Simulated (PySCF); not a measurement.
**Excitation energy of Bi²⁺ by level of theory**

Bi²⁺ [Xe] 4f14 5d10 6s2 6p1 (2P) → Bi²⁺ [Xe] 4f14 5d10 6s1 6p1 6d1 (high-spin determinant), as a difference of total energies. Calculation: PySCF 2.14, in aug-cc-pVTZ-DK3; the spin-free X2C one-electron Hamiltonian (Gaussian nucleus). Correlated levels: valence: [Xe] 4f14 5d10 frozen. The calculations carry no spin-orbit coupling.

| method | excitation energy (eV) |
| --- | --- |
| UHF | 19.835 |
| MP2 (valence) | 20.347 |
| SCS-MP2 (valence) | 20.617 |
| CCSD (valence) | 20.134 |
| CCSD(T) (valence) | 20.009 |

Question: How much does correlation contribute at CCSD(T) (valence)?

Answer: 20.009 − (19.835) = 0.174 eV, measured against UHF.

A first-order spin-orbit estimate (lowest level to lowest level, LS coupling) adds 0.228 eV.

The promoted electron is Rydberg-like, and one or two diffuse shells describe it only roughly, which tends to raise the upper state.

The coupled-cluster amplitudes are large for the upper state (T1 above 0.03 or a double amplitude above 0.15), so a single reference is strained.

The determinant of the upper state mixes LS terms, which raises its energy above the lowest term, most at the Hartree-Fock and MP2 levels.
